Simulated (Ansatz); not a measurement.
Ansatz (a first-principles code) input (r2SCAN0/def2-TZVPD):

Ansatz 0.2 input:
```yaml
crystal:
  periodic: [false, false, false]
  atoms:
    - {symbol: C, position_ang: [0.56830148, -1.02773355, -1.78985843]}
    - {symbol: Si, position_ang: [0.00188000, -0.44580727, -0.14353739]}
    - {symbol: C, position_ang: [-0.58437539, -1.88364307, 0.92582086]}
    - {symbol: Si, position_ang: [1.77100634, 0.69667528, 0.90926874]}
    - {symbol: Si, position_ang: [-1.73229814, 1.11792246, -0.44495176]}
    - {symbol: H, position_ang: [0.55619602, -2.07191692, -2.08334845]}
    - {symbol: H, position_ang: [0.94297677, -0.34913771, -2.54803999]}
    - {symbol: H, position_ang: [0.22262595, -2.60198978, 1.08281880]}
    - {symbol: H, position_ang: [-0.92024732, -1.53408264, 1.90344080]}
    - {symbol: H, position_ang: [-1.41682671, -2.40485738, 0.44907988]}
    - {symbol: H, position_ang: [2.27075289, 1.78539138, 0.03286297]}
    - {symbol: H, position_ang: [2.89899447, -0.22375711, 1.20301471]}
    - {symbol: H, position_ang: [1.31827810, 1.30044253, 2.18905004]}
    - {symbol: H, position_ang: [-2.13240801, 1.71536273, 0.85516944]}
    - {symbol: H, position_ang: [-1.28420123, 2.21284906, -1.34132296]}
    - {symbol: H, position_ang: [-2.92793232, 0.47688896, -1.04941404]}
basis:
  gaussian:
    orbitals: def2-TZVPD
hamiltonian:
  xc: {name: r2SCAN0}
magnetization: {spin_polarized: true, initial_magnetization: 1}
output: {forces: true}
```

End of the output:

```
integrals: 0.36 GiB planned
1797 factors; their error is unknown
0.50 GiB of the device are held for the grids
2.26 GiB of device memory are held for the factors and their scratch space
mean field: 2.69 GiB planned
mean field evaluation 1: about -25872.9988 eV, gradient 4.3e1 eV
mean field evaluation 2: about -25866.8657 eV, gradient 5.1e1 eV
mean field evaluation 4: about -25882.4880 eV, gradient 3.7e0 eV
mean field evaluation 8: about -25882.5858 eV, gradient 1.3e-1 eV
mean field evaluation 16: about -25882.5842 eV, gradient 2.5e-3 eV
mean field -25882.58420070 eV, -951.1674255300 hartree, gradient 6.9e-5 eV, S^2 0.759202; 0 other end points of the search recorded, 0 dependent functions left out
the calculation of the forces begins
reference -25882.58421995 eV, -951.1674262374 hartree; 33, 32 occupied and 269, 270 virtual orbitals, 1797 factors
Total energy: -25882.58421995 eV, -951.1674262374 hartree
Atom 0 at     0.568301    -1.027734    -1.789858 Å, force     0.025490    -0.030020    -0.075280 eV/Å
Atom 1 at     0.001880    -0.445807    -0.143537 Å, force    -0.045089    -0.041530     0.103724 eV/Å
Atom 2 at    -0.584375    -1.883643     0.925821 Å, force     0.014296     0.033562    -0.026543 eV/Å
Atom 3 at     1.771006     0.696675     0.909269 Å, force    -0.048083    -0.024602    -0.019592 eV/Å
Atom 4 at    -1.732298     1.117922    -0.444952 Å, force     0.042473    -0.035491     0.015413 eV/Å
Atom 5 at     0.556196    -2.071917    -2.083348 Å, force    -0.000361     0.097397     0.031229 eV/Å
Atom 6 at     0.942977    -0.349138    -2.548040 Å, force    -0.034709    -0.064437     0.069747 eV/Å
Atom 7 at     0.222626    -2.601990     1.082819 Å, force    -0.081042     0.076576    -0.019382 eV/Å
Atom 8 at    -0.920247    -1.534083     1.903441 Å, force     0.036196    -0.035963    -0.104825 eV/Å
Atom 9 at    -1.416827    -2.404857     0.449080 Å, force     0.086916     0.056380     0.045543 eV/Å
Atom 10 at     2.270753     1.785391     0.032863 Å, force    -0.006372    -0.023046     0.019760 eV/Å
Atom 11 at     2.898994    -0.223757     1.203015 Å, force    -0.019785     0.022973    -0.004798 eV/Å
Atom 12 at     1.318278     1.300443     2.189050 Å, force     0.016095    -0.014418    -0.029627 eV/Å
Atom 13 at    -2.132408     1.715363     0.855169 Å, force     0.005139    -0.013101    -0.033862 eV/Å
Atom 14 at    -1.284201     2.212849    -1.341323 Å, force    -0.013310    -0.022211     0.017079 eV/Å
Atom 15 at    -2.927932     0.476889    -1.049414 Å, force     0.022147     0.017931     0.011411 eV/Å
Dipole moment:    -0.014197    -0.235475    -0.036519 e Å
```

It need not be the lowest isomer of its formula.
